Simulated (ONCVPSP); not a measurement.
# Transferability test, ONCV potential for indium

* Element: In
* Generator: ONCVPSP 4.0.1
* Type: optimised norm-conserving Vanderbilt (ONCV)
* Functional: PBEsol
* Relativity: scalar-relativistic
* Frozen core: [Kr]
* Valence charge: 13
* Reference configuration: 4d10 5s2 (charge +1)
* Partial waves: 5s: rc 2.14 bohr, ncon 4, nbas 7, qcut 2.9 1/bohr, 3 projectors, debl 1 Ha; p scattering state at 0.2 Ha: rc 2.30 bohr, ncon 4, nbas 8, qcut 4 1/bohr, 1 projector; 4d: rc 1.44 bohr, ncon 4, nbas 9, qcut 13.3 1/bohr, local
* Local potential: the d channel
* Core correction: Teter function fitted to the true core (icmod 2), fcfact 0.2

In the p channel the program set the typed energies aside and used 0.050 Ha.

Energies are relative to the spin-unpolarised reference configuration 4d10 5s2; without spin polarisation the order of configurations can differ from experiment.

```json
{"valence configuration": "4d10 5s2 5p1", "charge": "0", "ΔE all-electron (eV)": "-5.361", "error AE − PS (meV)": "+17"}
{"valence configuration": "4d10 5s1", "charge": "+2", "ΔE all-electron (eV)": "19.279", "error AE − PS (meV)": "-8.3"}
{"valence configuration": "4d10 5s0 5p3", "charge": "0", "ΔE all-electron (eV)": "6.652", "error AE − PS (meV)": "+34"}
```

Question: What are ΔE and the potential's error for 4d10 5s0?

Answer: ΔE = 47.545 eV all-electron; the error (AE − PS) is -34 meV.

Note: ghosts flagged at negative energy: s at -40.6 eV, p at -68.0 eV; GHOST(+) flagged for s at 165.5 eV. A true bound ghost makes a file unfit for plane-wave use.
